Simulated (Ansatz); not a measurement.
`B[SiH2][SiH3]` + `N[SiH3]` → `B[SiH2]N[SiH3]` + SiH₄ at 400 K and 1 bar (cleavage of the Si–Si bond).

Computed with Ansatz on PBE0-D4/def2-TZVP structures; ΔE is electronic, products minus reactants. CCSD(T)/CBS is the MP2 limit (def2-TZVPP, def2-QZVPP) plus CCSD(T) − MP2 in def2-TZVPP, frozen cores. This one scheme is used for every species. One conformer a species, not always the lowest.

| species | CCSD(T)/CBS energy (Eh) | H − E (kJ/mol) | S (J/(mol·K)) |
| --- | --- | --- | --- |
| `B[SiH2][SiH3]` | -607.10947 | 193.2 | 366.9 |
| `N[SiH3]` | -346.80422 | 153.0 | 285.3 |
| `B[SiH2]N[SiH3]` | -662.46710 | 242.3 | 407.8 |
| SiH₄ | -291.46306 | 96.9 | 218.6 |

H − E and S are ideal-gas, rigid-rotor, harmonic terms from PBE0-D4/def2-TZVP, for one conformer and one mirror image of each species. 1 Eh = 2625.50 kJ/mol, R = 8.31446 J/(mol·K).

Question: By hand: ΔE, ΔH, ΔS and ΔG.

Answer: ΔE = (-662.46710) + (-291.46306) − (-607.10947) − (-346.80422) = -0.01647 Eh = -43.2 kJ/mol. Δ(H − E) = 242.3 + 96.9 − 193.2 − 153.0 = -7.0, so ΔH = -50.2 kJ/mol. ΔS = 407.8 + 218.6 − 366.9 − 285.3 = -25.8 J/(mol·K). ΔG = -50.2 − 400 × (-25.8)/1000 = -39.9 kJ/mol.

Question: By hand: the equilibrium constant, and the temperature at which ΔG would vanish if ΔH and ΔS stayed fixed.

Answer: log₁₀ K = −ΔG/(RT ln 10) = 5.2. ΔG = 0 at ΔH/ΔS = 1946 K.

ΔH outweighs TΔS. A doubt of 5 kJ/mol in ΔE shifts log₁₀ K by 0.7 here. Other conformers and mirror images would add mixing entropy, several J/(mol·K) or more a flexible species. Modes under 60 cm⁻¹, often nearly free rotors, make the harmonic entropy too high. These are equilibria of isolated gas molecules and say nothing of rates. Largest T1 diagnostic: 0.014 (customary marks: 0.02 for closed shells, 0.045 for open ones).
